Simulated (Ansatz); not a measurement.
Geometry optimisation, RKS B3LYP-D4/def2-SVP in Ansatz 0.2.0.

Input file:

```yaml
crystal:
  periodic: [false, false, false]
  atoms:
    - { symbol: Al, position_ang: [0.013501, -0.185877, 0.163376] }
    - { symbol: "N", position_ang: [0.030901, -0.221689, 2.038768] }
    - { symbol: H, position_ang: [-0.77931, -0.429793, 2.619322] }
    - { symbol: H, position_ang: [0.87556, -0.218257, 2.612317] }
    - { symbol: H, position_ang: [1.416562, -0.050428, -0.549677] }
    - { symbol: H, position_ang: [-1.38371, -0.347964, -0.554109] }
    - { symbol: Br, position_ang: [-0.351327, 3.289128, 1.079674] }
    - { symbol: H, position_ang: [-0.329978, 1.983581, 1.833027] }
basis:
  gaussian: { orbitals: def2-SVP }
hamiltonian:
  xc: b3lyp
  dispersion: d4
relax:
  f_tol: 0.03
  max_steps: 50
```

Command:

```bash
$ ansatz run input.yaml --threads 2 --pin off --max-ram 3072MiB --backend cpu --events-out ev --progress --plain --runs-dir out
```

**Question.** Where does it end, and by what steps?

**Answer.** The run converged. After 11 steps the energy has fallen by 1.982 eV; H8 moved furthest, 1.20 Å. Parted: Br7–H8 (1.51 → 2.97 Å). Joined: Al1–Br7 (3.61 → 2.34 Å), N2–H8 (2.24 → 1.02 Å).

```tsv
step	energy less start (eV)	largest force component (eV/Å)	accepted
0	0.0000	1.356	yes
1	-0.1415	0.399	yes
2	-0.1683	0.635	yes
3	-0.1995	0.587	yes
4	-0.3447	1.349	yes
5	-0.8765	1.937	yes
6	-1.5485	1.659	yes
7	-1.7253	3.136	yes
8	-1.9238	1.131	yes
9	-1.9384	0.446	yes
10	-1.8588	1.606	no
11	-1.9816	0.024	yes
```

```xyz
8
Properties=species:S:1:pos:R:3
Al -0.070 0.542 0.090
N -0.032 0.182 2.126
H -0.734 -0.502 2.421
H 0.881 -0.142 2.457
H 1.367 0.038 -0.361
H -1.393 -0.228 -0.334
Br -0.290 2.862 0.241
H -0.237 1.067 2.602
```

Whether the end is a true minimum wasn't checked by a vibrational analysis.

Time of the run: 28 s on 2 threads of Intel(R) Xeon(R) Platinum 8259CL CPU @ 2.50GHz (Skylake/Cascade Lake), on a shared host, peak memory 0.2 GiB.
